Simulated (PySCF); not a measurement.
CHO3, charge -1, singlet, at a GFN2-xTB geometry (in this run its highest filled SCF level lies above zero, so its values depend strongly on the basis, on diffuse functions most of all). Base run: PySCF with CCSD(T)/STO-3G.

PySCF was given this input:
```python
from pyscf import gto, scf, cc

mol = gto.Mole()
mol.atom = '''
    O     1.13393356   -0.59547373    0.06006873
    C    -0.17204899    0.04624794   -0.01054587
    O    -0.11749047    1.27346465    0.03311655
    O    -1.10808714   -0.72896887   -0.10125746
    H     1.76544629    0.13033604    0.12785263
'''
mol.basis = 'sto-3g'
mol.charge = -1
mol.verbose = 3
mol.build()

mf = scf.RHF(mol)
mf.kernel()

mycc = cc.CCSD(mf)
mycc.kernel()
et = mycc.ccsd_t()
print('E(CCSD(T)) = %.10f' % (mycc.e_tot + et))
```

Variants of this job, named by their change:

| change | ΔE vs base (mEh) | MP2 correlation (Eh) | CC correlation without the perturbative part (Eh) | basis functions |
|---|---|---|---|---|
| base | 0.000 | -0.17630 | -0.19440 | 21 |
| density fitting = JK and correlation | -0.234 | -0.17628 | -0.19439 | 21 |
| cc.conv_tol = 1e-9 | 0.000 | -0.17630 | -0.19440 | 21 |
| cc.iterative_damping = 0.8 | 0.000 | -0.17630 | -0.19440 | 21 |
| method = cisd | 23.137 | - | - | 21 |
| cart = on | 0.000 | -0.17630 | -0.19440 | 21 |
| method = ccsd | 12.356 | -0.17630 | -0.19440 | 21 |
| cc.direct = True | 0.000 | -0.17630 | -0.19440 | 21 |
| frozen = 5 | 16.481 | -0.16193 | -0.17854 | 21 |
| cc.diis_space = 3 | 0.000 | -0.17630 | -0.19440 | 21 |
